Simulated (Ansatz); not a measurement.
Geometry optimisation, RKS PBE0-D4/STO-3G in Ansatz.

input.yaml

```yaml
crystal:
  periodic: [false, false, false]
  atoms:
    - { symbol: Si, position_ang: [0.0, 0.0, 0.0] }
    - { symbol: O, position_ang: [0.0, 0.0, 1.68] }
    - { symbol: Si, position_ang: [-1.3147, -0.4067, 2.6436] }
    - { symbol: H, position_ang: [-2.239, -1.2403, 1.8804] }
    - { symbol: H, position_ang: [-0.8506, -1.1432, 3.8157] }
    - { symbol: H, position_ang: [-1.9987, 0.8095, 3.0733] }
    - { symbol: Cl, position_ang: [2.0086, 0.0, -0.7093] }
    - { symbol: Cl, position_ang: [-1.0032, 1.7381, -0.7093] }
    - { symbol: Cl, position_ang: [-1.0032, -1.7381, -0.7093] }
basis:
  gaussian: { orbitals: STO-3G }
hamiltonian:
  xc: pbe0
  dispersion: d4
relax:
  f_tol: 0.02
  max_steps: 40
```

Launched with:

```bash
$ ansatz run input.yaml --threads 1 --pin off --max-ram 2048MiB --backend cpu --events-out ev --progress --plain --runs-dir out
```

Q: Where does it end, and by what steps?

A: The run converged. The force dipped under the threshold on the way, but the program's further checks kept it going. Limits of this set-up: minimal basis. After 16 steps the energy has fallen by 0.178 eV; H6 moved furthest, 0.42 Å.

```
step  energy less start (eV)  largest force component (eV/Å)  accepted
   0                  0.0000                           2.042       yes
   1                 -0.1351                           1.160       yes
   2                 -0.1571                           0.201       yes
   3                 -0.1632                           0.059       yes
   4                 -0.1678                           0.063       yes
   5                 -0.1734                           0.075       yes
   6                 -0.1763                           0.016       yes
   7                 -0.1762                           0.080        no
   8                 -0.1768                           0.021       yes
   9                 -0.1770                           0.044       yes
  10                 -0.1773                           0.027       yes
  11                 -0.1776                           0.004       yes
  12                 -0.1780                           0.038       yes
  13                 -0.1781                           0.039       yes
  14                 -0.1782                           0.028       yes
  15                 -0.1784                           0.019       yes
  16                 -0.1785                           0.018       yes
```

```xyz
9
Properties=species:S:1:pos:R:3
Si -0.015 -0.042 0.027
O 0.037 -0.330 1.631
Si -1.339 -0.442 2.644
H -2.213 -1.487 2.160
H -0.813 -0.762 3.949
H -2.033 0.827 2.655
Cl 1.960 0.008 -0.640
Cl -0.939 1.787 -0.436
Cl -1.046 -1.540 -1.026
```

Whether the end is a true minimum wasn't checked by a vibrational analysis.

Run time: 59 s on 1 thread of Arm Neoverse V1 (shared host), peak memory 0.15 GiB.
